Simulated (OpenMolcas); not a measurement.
Os5+: moving or changing the point charges

Os5+ among 4 point charges of -1 e arranged as a square (D4h), 1.92 Å from the ion.
```
   1.9200    0.0000    0.0000  -1.00
   0.0000    1.9200    0.0000  -1.00
  -1.9200    0.0000    0.0000  -1.00
   0.0000   -1.9200    0.0000  -1.00
```

| Quantity | Value |
| --- | --- |
| Program | OpenMolcas |
| Method | SS-CASPT2, IPEA 0.25 Eh, imaginary shift 0.1 Eh (closed shells correlated: 5s 5p) |
| Basis | ANO-RCC-VDZP [7s6p4d2f1g] |
| Scalar Hamiltonian | DKH2, point nucleus |
| Active space | 3 electrons in 5 orbitals (5d) |
| State averaging | 2S+1 = 4 even, 10 roots; 2S+1 = 2 even, 40 roots |
| Spin-orbit coupling | state interaction with AMFI integrals over the reference wave functions |

Runs around this geometry, states (labels of D4, the rotations of D4h). Energies in cm-1 above the lowest state or level, χT in cm3 K/mol.

```
R (Å)  q (e)  Ground state  First state of that spin  First gap with spin-orbit (degeneracies)  χT at 300 K  First state of another spin
 1.92   -0.8            4E                   4A2 340                               2710 (2, 2)        0.092                     2E 13380
 1.79     -1           4A2                   4E 2240                               3390 (2, 2)        0.108                    2A2 13470
 1.92     -1           4A2                    4E 860                               3100 (2, 2)        0.097                    2A2 13550
 2.07     -1            4E                   4A2 230                               2750 (2, 2)        0.091                     2E 13460
```

The ground state changes within this set.

Free-ion shares, where given, are those of the reference states; single-state CASPT2 does not remix them. Spin-orbit coupling mixes the spin-free states strongly: the lowest level takes only 46 % from its leading state, 4E (figures for R = 1.92, q = -0.8; the like holds for R = 1.79, q = -1, R = 1.92, q = -1, R = 2.07, q = -1). The ground term spreads over less than 5000 cm-1, several times less than with real ligands, so orbital moments are less quenched and χT lies further from the spin-only value than at real sites (holds for R = 1.92, q = -0.8; R = 2.07, q = -1). This is an electrostatic model: the charges have no orbitals. No measured value stands beside these numbers.
